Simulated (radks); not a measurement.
Values are calculated unless marked as measured or tabulated.
Valence configurations of the boron ion B+ (all share [He]). Level of theory: Dirac Kohn-Sham, PBEsol, spin-unpolarised, spherical densities, finite nucleus; open shells fill j = l - 1/2 first; Fermi nuclear charge, rms radius 2.406 fm (a radial shooting solver on a logarithmic mesh with Libxc functionals). Order these by energy: 2s1.5 2p0.5; 2p2; 2s2; 2s1 2p1; 2s0.5 2p1.5.

Answer. From the lowest, in eV above it: 2s2 0.000; 2s1.5 2p0.5 3.063; 2s1 2p1 6.122; 2s0.5 2p1.5 9.177; 2p2 12.227. NIST lists [He] 2s2 as the ground configuration; this level of theory agrees among the configurations tried. The energies are those of spherical spin-averaged densities, not of single terms.
